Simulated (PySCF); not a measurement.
Species: C7H5NS.
SMILES with atom numbers: `[N:1]#[C:2][c:3]1[cH:4][cH:5][cH:6][c:7]([SH:8])[cH:9]1`

Geometry (GFN2-xTB, Å), atoms numbered from 1 in this order:
```xyz
14
C7H5NS angstrom
N     -2.6194    2.6215   -0.2701
C     -1.8843    1.7480   -0.1695
C     -0.9705    0.6746   -0.0488
C     -1.4346   -0.6168    0.1989
C     -0.5242   -1.6525    0.3108
C      0.8310   -1.4128    0.1781
C      1.2918   -0.1218   -0.0679
S      3.0322    0.1271   -0.2268
C      0.3937    0.9274   -0.1814
H     -2.4941   -0.7960    0.2999
H     -0.8725   -2.6558    0.5034
H      1.5430   -2.2195    0.2622
H      2.9729    1.4407   -0.4402
H      0.7344    1.9354   -0.3708
```

Definitions: NICS(0) = −σiso at the ring centroid; NICS(1) = −σiso and NICS(1)zz = −σzz at ±1 Å along the ring normal z. Level: GIAO PBE0/pcSseg-1 (PySCF, non-relativistic, gas phase) on the GFN2-xTB geometry, one conformer.

Ring bond lengths (Å), with Mayer bond orders in brackets: C3–C4 1.394 (1.37), C4–C5 1.383 (1.43), C5–C6 1.383 (1.46), C6–C7 1.393 (1.36), C7–C9 1.386 (1.35), C9–C3 1.394 (1.37).

Q: What do the NICS probes read (ppm)?

A: 
| ring | type | NICS(0) | NICS(1), two faces | NICS(1)zz, two faces | rms pucker (Å) | centre to ring atoms, mean (Å) |
| --- | --- | --- | --- | --- | --- | --- |
| C3–C4–C5–C6–C7–C9 | 6-membered carbocycle; formal bonds all aromatic | -8.5 | -10.6 / -10.6 | -25.4 / -25.4 | 0.00 | 1.39 |

Q: What do they say, and how far can they be read as aromaticity?

A: 
- C3–C4–C5–C6–C7–C9: mean NICS(1)zz -25.4 ppm, shielded. The ring is flat and has no four-coordinate atom; by the NICS criterion it is aromatic.

Q: And the bond-length index? HOMA takes Krygowski's 1993 parameters.

A: 
- C3–C4–C5–C6–C7–C9: HOMA 0.99 = 1 − EN − GEO, with mean bond length 1.389 Å, EN = α(Ropt − mean)² = 0.000 and GEO = α × variance = 0.006. The geometric and the magnetic index point the same way.

Q: What are the shieldings of the ring atoms and their hydrogens in the same run (means over atoms taken as equivalent)?

A: 
```tsv
atoms	environment	σ isotropic (ppm)	principal values of the symmetric part, first atom (ppm)
C3	substituted aromatic carbon	68.3	-35.8, 71.0, 169.6
C4	aromatic CH carbon	52.3	-52.3, 33.4, 175.9
C5	aromatic CH carbon	52.0	-56.9, 34.3, 178.6
C6	aromatic CH carbon	53.4	-50.4, 39.4, 171.0
C7	substituted aromatic carbon	41.7	-50.5, 18.9, 156.9
C9	aromatic CH carbon	50.2	-48.8, 49.9, 149.5
H10	aromatic hydrogen	24.16	20.9, 23.9, 27.7
H11	aromatic hydrogen	24.12	20.8, 24.9, 26.7
H12	aromatic hydrogen	24.19	20.2, 23.4, 29.1
H14	aromatic hydrogen	24.15	19.7, 22.6, 30.1
```

On Arm Neoverse V1, one thread, no GPU (shared host), this took 26 s. This is the whole shielding run at PBE0/pcSseg-1, SCF included.
